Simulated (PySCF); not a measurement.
Ionisation energy of Pd²²⁺ by level of theory

Pd²²⁺ [Ar] 3d6 [3d3/2^4 3d5/2^2, M_J = 4] → Pd²³⁺ [Ar] 3d5 [3d3/2^4 3d5/2^1, M_J = 5/2], as a difference of total energies. Computed with PySCF 2.14 in an even-tempered Gaussian basis (17 s from 2.7 bohr⁻², ratio 2.8; 12 p from 3.5 bohr⁻², ratio 2.8; 8 d from 3.5 bohr⁻², ratio 2.8; 3 f from 14 bohr⁻², ratio 3), with the two-component X2C-1e Hamiltonian. Correlated levels: [Ne] frozen; the 76 highest virtual spinors dropped. "Screened" scales the spin-orbit matrix elements by Boettger's factors to mimic the two-electron term; Breit and QED terms are absent.

```
          method  ionisation energy (eV)
 GHF (spin-free)                  1062.7
GMP2 (spin-free)                  1063.8
```

Breit and QED terms and the two-electron picture change are absent.

The spin-free rows relax to the high-spin LS determinant and lack the spin-orbit shift.

The labels give the starting determinants; with spin-orbit coupling the two ends relaxed to ⟨J²⟩ = 20.02, ⟨L²⟩ = 6.89, ⟨S²⟩ = 5.46.

For comparison: 1065 ± 4 eV (theoretical estimate listed by NIST; NIST Atomic Spectra Database, ionization energies).
